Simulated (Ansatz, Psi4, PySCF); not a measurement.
HN2 (SMILES N#[NH+]), charge +1, singlet, at a GFN2-xTB geometry. Base run: R2SCAN/def2-SVPD in PySCF.

The PySCF input:
```python
from pyscf import gto, scf, dft

mol = gto.M(
    atom='''
N    -0.00000000   -0.00000000   -0.64481385
N     0.00000000    0.00000000    0.43538188
H     0.00000000    0.00000000    1.46602381
''',
    basis='def2-svpd',
    charge=1,
    verbose=3,
)

mf = dft.RKS(mol)
mf.xc = 'r2scan'
mf.kernel()
```

The same geometry, method and basis name were run in Ansatz (a quantum-chemistry and plane-wave program) and Psi4 and PySCF, at each program's defaults and at the settings that a row names. The base is PySCF at its defaults. Differences at the defaults can come from grids, fitting, cores and function types together.

```json
[
 {"code and settings": "PySCF, defaults (exact integrals, its default grid, spherical functions)", "ΔE vs base (mEh)": "0.000", "basis functions": "48", "E (Eh)": "-109.57585", "SCF cycles": "8"},
 {"code and settings": "Psi4, defaults (density fitting with its default set, its default grid, spherical functions)", "ΔE vs base (mEh)": "-0.025", "basis functions": "48", "E (Eh)": "-109.57587", "SCF cycles": "7"},
 {"code and settings": "Ansatz, defaults (factorised integrals, its default grid, spherical functions)", "ΔE vs base (mEh)": "0.026", "basis functions": "48", "E (Eh)": "-109.57582", "SCF cycles": "-"},
 {"code and settings": "PySCF, density fitting with def2-universal-jkfit", "ΔE vs base (mEh)": "-0.025", "basis functions": "48", "E (Eh)": "-109.57587", "SCF cycles": "8"},
 {"code and settings": "PySCF, fine grid", "ΔE vs base (mEh)": "0.024", "basis functions": "48", "E (Eh)": "-109.57582", "SCF cycles": "8"},
 {"code and settings": "Psi4, exact integrals, spherical functions, fine grid", "ΔE vs base (mEh)": "0.034", "basis functions": "48", "E (Eh)": "-109.57581", "SCF cycles": "9"},
 {"code and settings": "Ansatz, high accuracy", "ΔE vs base (mEh)": "0.026", "basis functions": "48", "E (Eh)": "-109.57582", "SCF cycles": "-"}
]
```
